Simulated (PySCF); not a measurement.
Boron monoxide dimer, B2O2, SMILES O=BB=O (B3LYP/def2-SVP optimised geometry):

```
4

O      2.025     0.001     0.000
B      0.825     0.001     0.000
B     -0.825     0.000     0.000
O     -2.025    -0.001     0.000
```

Level of theory: B3LYP/def2-TZVP in PySCF.

Problem. What are the frontier orbital energies and the dipole moment?

Solution. HOMO-2 -11.25 eV, HOMO-1 -10.69 eV, HOMO -10.69 eV, LUMO -2.68 eV, LUMO+1 -2.68 eV; dipole moment 0.00 D.

On the same geometry PBE/def2-TZVP in PySCF 2.14.0 gives HOMO-2 -9.98 eV, HOMO-1 -9.44 eV, HOMO -9.44 eV, LUMO -3.35 eV, LUMO+1 -3.35 eV; dipole moment 0.00 D.

Meta-Löwdin charges at B3LYP/def2-TZVP: O1 -0.31, B2 0.31, B3 0.31, O4 -0.31.
